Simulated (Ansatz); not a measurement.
Reaction (formal exchange of groups at a Ge–Si bond): `N[SiH](N)[GeH3]` + `SC1=CC1` → `[GeH3][C]1=CC1` + `N[SiH](N)S`

Program: Ansatz. Geometries: PBE0-D4/def2-TZVP. ΔE: electronic, gas phase. CBS: MP2 limit from def2 TZ/QZ plus the TZ coupled-cluster correction, frozen cores. Functionals use def2-TZVPP. B3LYP here is the variant with VWN-RPA as its local correlation; programs differ in this. For Ge outer-core shells are correlated without core-valence functions, which leaves a few kJ/mol of doubt a bond. Scalar relativity is left out up to krypton. Each species was taken in one conformer, which may not be the lowest.

| level | ΔE (kJ/mol) | difference from CCSD(T)/CBS |
| --- | --- | --- |
| PBE-D4 | -76.5 | 25.1 |
| r2SCAN-D4 | -88.8 | 12.8 |
| PBE0-D4 | -86.1 | 15.5 |
| B3LYP-D4 | -88.4 | 13.2 |
| ωB97X-V | -96.8 | 4.8 |
| ωB97M-V | -99.7 | 1.9 |
| B2PLYP | -96.5 | 5.1 |
| PBE | -76.3 | 25.3 |
| r2SCAN | -88.9 | 12.7 |
| PBE0 | -86.1 | 15.5 |
| B3LYP | -88.1 | 13.5 |
| HF/def2-TZVPP | -114.4 | -12.8 |
| MP2/def2-TZVPP | -107.3 | -5.7 |
| SCS-MP2/def2-TZVPP | -107.2 | -5.6 |
| CCSD/def2-TZVPP | -104.7 | -3.1 |
| CCSD(T)/def2-TZVPP | -102.7 | -1.1 |
| HF/def2-QZVPP | -114.2 | -12.6 |
| MP2/def2-QZVPP | -106.5 | -4.9 |
| SCS-MP2/def2-QZVPP | -107.1 | -5.5 |
| HF/CBS(def2) | -114.2 | -12.6 |
| MP2/CBS(def2) | -106.1 | -4.5 |
| CCSD/CBS(def2) | -103.5 | -1.9 |
| CCSD(T)/CBS | -101.6 | 0 |

Largest T1 diagnostic among the species: 0.011.

In def2-TZVPP, CCSD(T) changes the Hartree–Fock value by +11.7 kJ/mol (the triples alone add +2.0 kJ/mol) and MP2 by +7.2 kJ/mol. From PBE to PBE0 (25 % exact exchange), in def2-TZVPP and without D4, ΔE moves by −9.7 kJ/mol.
